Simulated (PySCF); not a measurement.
The calculation used delta-SCF UKS SCAN, pcX-2 on the ionised atom, pcseg-1 elsewhere, spin-free X2C in PySCF 2.14.0. Geometries: PBE0-D3(BJ)/def2-SVP; isolated species, one conformer each. Values against the vacuum level.

Question: Order these sites by rising C 1s binding energy.
A. C5 in `[CH2:1]=[C:2]([Br:3])[S:4][CH3:5]`
B. C4 in `[CH:1]#[C:2][C:3]#[C:4][N:5]=[C:6]=[S:7]`
C. C2 in `[N:1]#[C:2][C-:3]([F:4])[Cl:5]`
D. C6 in `[Cl:1][C@H:2]1[CH2:3][O:4][CH2:5][CH2:6][SiH2:7]1`
E. C2 in `[CH2:1]=[CH:2][BH:3][S:4][CH3:5]`

Answer: C (286.61 eV), E (290.04 eV), D (290.42 eV), A (291.66 eV), B (292.18 eV).

The highest is bonded to N and C (triple bond), the lowest to N (triple bond) and C in a species of charge -1; the range is 5.57 eV.

Question: Order these sites by rising N 1s binding energy.
A. Nitrogen in `N#C[C-](F)Cl`
B. Nitrogen in `NCCO` (C2H7NO)
C. Nitrogen in `C#CC#CN=C=S`

Answer: A (399.24 eV), B (405.51 eV), C (406.91 eV).

From the lowest up, the atoms are bonded to: C (triple bond) in a species of charge -1 (399.24); C and 2 H (405.51); C (double bond) and C (406.91).

Question: Order these sites by rising S 1s binding energy.
A. Sulfur in `BrC(SC)=C`
B. Sulfur in `C#CC#CN=C=S`
C. Sulfur in `C=CBSC`

Answer: C (2476.82 eV), B (2477.29 eV), A (2477.63 eV).

From the lowest up, the atoms are bonded to: C and B (2476.82); C (double bond) (2477.29); 2 C (2477.63).

1 of these hole states is spin-contaminated (⟨S²⟩ 0.96, against 0.75; counted from 0.85) and less certain. The basis sets have no added diffuse functions, a weakness for anions.
